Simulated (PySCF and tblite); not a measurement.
The numbers below are computed, except where a source is named.
Stationary points of C4H3FN2O2 at GFN2-xTB, in Å:

Structure A

```
 1 O     2.295    1.043   -0.582
 2 C     2.462    0.011   -0.012
 3 O     1.518   -0.840    0.397
 4 C     0.208   -0.509    0.160
 5 N    -0.645   -1.379   -0.437
 6 C    -1.796   -0.776   -0.504
 7 N    -1.748    0.473    0.023
 8 C    -0.463    0.652    0.445
 9 F    -0.103    1.779    1.048
10 H     3.440   -0.408    0.272
11 H    -2.681   -1.206   -0.926
12 H    -2.485    1.157    0.090
```

Structure B

```
 1 O     2.442    1.165    0.471
 2 C     2.522    0.015    0.170
 3 O     1.532   -0.825   -0.119
 4 C     0.217   -0.455   -0.107
 5 N    -0.699   -1.410   -0.422
 6 C    -1.869   -0.847   -0.349
 7 N    -1.776    0.457    0.005
 8 C    -0.442    0.720    0.163
 9 F    -0.083    1.947    0.515
10 H     3.464   -0.551    0.082
11 H    -2.795   -1.346   -0.544
12 H    -2.514    1.131    0.136
```

Geometries: GFN2-xTB; energies: PBE0/pcSseg-1 + D3(BJ); zero-point and thermal terms from GFN2-xTB harmonic modes (soft modes blended into free rotors).

Which structure is a saddle point, and along which motion?

B: one imaginary mode (56i cm⁻¹ at GFN2-xTB, mostly on O1, O3, F9), along the rotation about the C4–O3 bond (torsion N5–C4–O3–C2 from 129° to 231°, rising).

Give their symmetry and energies above the lowest.

A C1, 0.0 kcal/mol; B Cs, 1.9 kcal/mol.

The barrier is low, and the GFN2-xTB saddle may lie off the DFT one, so take it as rough.
